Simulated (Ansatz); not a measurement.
Reaction (SMILES): F[S] (F-S) → F atom + S atom
B3LYP-D3(BJ)/def2-TZVP geometries, fixed; electronic energies without zero-point terms.

Basis-set convergence of the atomisation energy at MP2 with Ansatz (an electronic-structure program). Cartesian d functions, on some or all atoms, in 6-31G**, 6-31+G*, 6-311G**, 6-311+G**; all else is spherical. Cores are frozen. Open shells are unrestricted. No added dispersion term, no relativity. Functions are those of the species that has most. Reference: Hartree-Fock in aug-cc-pV(Q+d)Z plus the correlation part extrapolated as X^-3 from aug-cc-pV(T+d)Z and aug-cc-pV(Q+d)Z, 90.28 kcal/mol, itself unsure by roughly 0.70 kcal/mol (a third of the extrapolation step and of the last Hartree-Fock step). Deviations are taken from unrounded values.

```csv
basis,functions,atomisation energy (kcal/mol),minus reference (kcal/mol)
STO-3G,14,39.70,-50.58
3-21G,22,43.76,-46.53
6-31G,22,40.16,-50.12
6-31G**,34,73.81,-16.47
cc-pV(D+d)Z,37,67.50,-22.78
6-31+G*,42,76.27,-14.01
6-311G**,45,67.03,-23.25
6-311+G**,53,69.85,-20.43
"6-311++G(2d,2p)",62,76.50,-13.79
cc-pV(T+d)Z,69,82.88,-7.40
"6-311++G(3df,3pd)",86,84.48,-5.80
cc-pV(Q+d)Z,119,87.43,-2.86
cc-pV(5+d)Z,191,89.05,-1.23
```

The smallest set listed that lies within 4 kcal/mol of the reference with all its larger relatives (same family, alike in diffuse functions; a set with none counts only in the reference's own line) is cc-pV(Q+d)Z (119 functions, -2.86 kcal/mol off).
